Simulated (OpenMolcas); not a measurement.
# neutral ruthenium: from CASSCF to CASPT2

```
Program             : OpenMolcas
Basis               : ANO-R3 [8s6p5d3f2g1h]
Scalar Hamiltonian  : X2C, finite nucleus
Active space        : 8 electrons in 6 orbitals (4d 5s)
State averaging     : 2S+1 = 5 even, 15 roots; 2S+1 = 3 even, 65 roots; 2S+1 = 1 even, 28 roots
Spin-orbit coupling : RASSI with atomic mean-field integrals over the reference wave functions, term energies averaged over their components
```

Methods on the same reference wave functions:
A. CASSCF
B. SS-CASPT2, IPEA 0.25 Eh, imaginary shift 0.1 Eh (closed shells correlated: 4s 4p)
C. MS-CASPT2, IPEA 0.25 Eh, imaginary shift 0.1 Eh (closed shells correlated: 4s 4p)

Energies in cm-1 above 4d7 5s 5F5, the measured ground level; measured values from NIST Handbook of Basic Atomic Spectroscopic Data.

```csv
Level,A,B,C,Measured
4d7 5s 5F5,0.0,0.0,0.0,0.0
4d7 5s 5F4,1224,1210,1207,1191
4d7 5s 5F3,2163,2160,2150,2092
4d7 5s 5F2,2827,2810,2810,2713
4d7 5s 5F1,3248,3220,3220,3105
4d7 5s 3F4(1),9213,5960,5900,
4d6 5s2 5D4,10278,5180,5220,7483
4d7 5s 3F3(1),10834,7460,7430,
4d6 5s2 5D3,11301,6310,6320,8575
4d6 5s2 5D2 [66 %],11754,6970,6980,9058
4d7 5s 3F2(1) [69 %],12011,8370,8330,
4d6 5s2 5D1,12275,7420,7430,9073
4d6 5s2 5D0,12502,7650,7650,9492
4d7 5s 5P3,12952,9300,9300,8771
4d7 5s 5P2 [69 %],13055,9150,9110,
4d7 5s 5P1,13837,10040,10010,9620
4d7 5s 3G5,15209,12380,12380,
4d7 5s 3G4,15847,12950,12940,
4d7 5s 3P2(1) [67 %],16273,11680,11750,
4d7 5s 3G3,16736,13890,13880,
4d7 5s 3P1(1) [68 %],17997,13310,13210,
4d7 5s 1G4 [71 %],18410,15230,15260,
4d7 5s 3P0(1) [61 %],18626,13580,13350,
4d7 5s 3H6,19488,16010,16010,
```

Deviations, from unrounded energies. A percentage is the sum of absolute deviations over the sum of measured energies, with the sign that they share, or ± where signs differ.

```tsv
Against measurement	Levels	A	B	C
mean absolute deviation (cm-1)	11	2100	1000	1000
fine structure of the ground term (%)	4	+4.0	+3.3	+3.2
other terms of the ground configuration (%)	2	+45.7	+5.2	+5.0
other configurations (%)	5	+33.0	-23.2	-23.1
```

B, C lie about equally close to measurement and A furthest from it. The largest miss of C in the table is 4d6 5s2 5D4, by -2300 cm-1. The ranking rests on the paired levels alone, and a cruder setting can come out closer through cancelling errors.

Between B and C the level of the table that moves most is 4d7 5s 3P0(1) [61 %], by 230 cm-1 (lowest in C, highest in B). Moves below CASPT2's spread within the term are not significant.

The two smallest mean deviations differ by little beside CASPT2's spread within terms, so their order carries little weight.

From A to B the spin-free energies of the other terms of 4d7 5s shown, above 5F, scale by factors of 0.61 to 0.82.

The lowest spin-free term lies below A's lowest term by 0.586 hartree in B, 0.586 hartree in C.

Term energies are means over components that CASPT2 splits; among the terms shown or strongly mixed into the levels shown the widest spread is 1600 cm-1 (4d7 5s 3F(1), C). A single d shell beside an s shell can misplace configurations of different d count against each other. Without dynamic correlation excited terms often stand tens of per cent too high (terms of higher spin than the ground term too low), and those without a measured partner can miss by more than the paired ones (holds for A). Configurations are named by rounded mean occupations; where the s occupation lies near a half they are strongly mixed, a name can repeat and a true partner stay unpaired (holds for B; C). The CASPT2 spread within a term exceeds the gap to the next term for 4d6 5s2 5D and 4d7 5s 3F(1), so the order of their levels is uncertain, and so are names and mixing where such terms share a J (holds for C). Computed and measured levels are paired by configuration, term and J; levels that our copy of the source lacks, or whose pairing is in doubt (as where it misses far off the trend of its configuration), stay unpaired and out of the deviations. Levels of configurations outside the active space are missing. Levels that lie high or do not pair safely by name in every column are left out.

A share in square brackets marks a mixed level and gives the weight of the term that names it, the lowest over the columns. A number in round brackets counts repeated terms of one configuration in the order of the reference energies.
